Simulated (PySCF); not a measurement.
# Worked example: oscillator strength and radiative lifetime

BClFH3Si, SMILES FB([SiH3])Cl.

Geometry: B3LYP-D3(BJ)/def2-SVP.

PySCF 2.14.0 with TDA-PBE0/def2-SVPD puts the first singlet state with f over 0.02 at 7.07 eV (vertical), with the transition dipole (0.116, 0.747, 0.000) in atomic units.

**Question.** Find the oscillator strength, the wavelength and the radiative lifetime that this transition would have in vacuum if emission retraced absorption.

**Answer.** 
|μ|² = 0.5715 au, so |μ| = 1.92 D. ΔE = 7.07/27.211 = 0.2598 hartree. f = (2/3) ΔE |μ|² = 0.099 (the program prints 0.099).
λ = 1239.84/7.07 = 175 nm; ν = 57023 cm⁻¹.
Einstein's coefficient A = 0.6670 ν² f s⁻¹ (ν in cm⁻¹) = 2.1e8 s⁻¹, so τ = 1/A = 4.7 ns. This state is S4; the lower singlets have f = 0.014, 0.007, 0.008. The figure is the radiative limit of this one transition; relaxation, internal conversion, crossing to triplets and a medium change what is measured.
